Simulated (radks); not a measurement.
H0.6+, configuration 1s(up 0.4, down 0) (fractional occupations, a model configuration).

Calculated with a radial shooting solver on a logarithmic mesh with Libxc functionals: non-relativistic Kohn-Sham, PBE, spin-polarised, spherical densities, point nucleus.

Energy parts (hartree):
part                    energy
total                 -0.24984
kinetic                0.24857
electron-nucleus      -0.44588
Hartree                0.05597
exchange-correlation  -0.10850

Orbitals (lengths in bohr, moments of r in powers of bohr; r(max) is where P^2 peaks):
| orbital | occ. | eigenvalue (hartree) | <r^4> | r(max) |
|---|---|---|---|---|
| 1s up | 0.4 | -0.55675 | 14.26 | 0.8960 |

The highest occupied level is 1s up at -15.150 eV. Summed over all electrons, <r^2> = 0.9554 bohr^2, which gives a Langevin (diamagnetic) susceptibility term of -0.757 x 10^-6 cm^3/mol. The spin density at the nucleus is 0.1681 e/bohr^3 (1s 0.1681), a Fermi contact field of 8.81 T. Spin moment in Bohr magnetons: 0.4. The density falls to 0.001 e/bohr^3 at r = 2.31 bohr. The electron density at the nucleus is 0.1681 e/bohr^3.
